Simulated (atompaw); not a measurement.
germanium: one change to a PAW (atompaw) potential, before and after

```
Element                 : Ge
Generator               : atompaw 4.2.0.5
Type                    : PAW
Functional              : LDA (PW92)
Relativity              : scalar-relativistic
Frozen core             : [Ar] 3d10
Valence charge          : 4
Reference configuration : 4s2 4p0.5 (charge +1.5)
Partial waves           : 4s (bound): rc 2.10 bohr; 4s channel at 0.65 Ry: rc 2.10 bohr; 4p (bound): rc 2.10 bohr; 4p channel at -0.6 Ry: rc 2.10 bohr; 4d channel at 0.15 Ry: rc 2.10 bohr; 4d channel at 2.8 Ry: rc 2.10 bohr
Local potential         : bessel scheme, radius 1.40 bohr
Core correction         : smooth core density matched at 2.00 bohr
Augmentation charge     : gaussian compensation charge, radius 2.05 bohr; PAW radius 2.10 bohr; waves and projectors: custom rrkj gramschmidtortho
```

Change: local potential ultrasoft scheme with l = 3 at 0 Ry, radius 1.40 bohr.

Cutoffs: the cutoffs (Ry, on a coarse ladder) from which the occupation-weighted sum of valence levels, in a spherical-Bessel basis at the reference potential, stays within 10 and 1 mRy of its value at 400 Ry; they do not see the model core or the augmentation charge, which bear on the density cutoff.

**Question.** What does the change do?

**Answer.** Both files are so soft that the ladder of cutoffs tells neither apart; the s channel sets the loose cutoff, while the largest relative change is in p, which becomes softer; the range in which the s phases agree narrows (upper end 4.1 → 1.2); neither file shows a bound ghost.

| quantity | base | changed |
| --- | --- | --- |
| cutoff, loose | 6 Ry | 6 Ry |
| cutoff, tight | 12 Ry | 12 Ry |
| loose cutoff by channel (10 mRy a level) | s 6 Ry, p 8 Ry | s 6 Ry, p 6 Ry |
| bound ghosts | none | none |
| s: phases at 2.10 bohr within 0.05 rad from the reference energy up to (Ry; the scan ends near 5) | 4.1 | 1.2 |
| p: phases at 2.10 bohr within 0.05 rad from the reference energy up to (Ry; the scan ends near 5) | 4.9 | 4.5 |
| d: phases at 2.10 bohr within 0.05 rad from the reference energy up to (Ry; the scan ends near 5) | to the end of the scan | 4.4 |
| lowest overlap eigenvalue by channel | s 0.42, p 0.66, d 0.92 | s 0.34, p 0.58, d 0.92 |

 The cutoffs see the waves, projectors and local potential, not the compensation charge or the core.
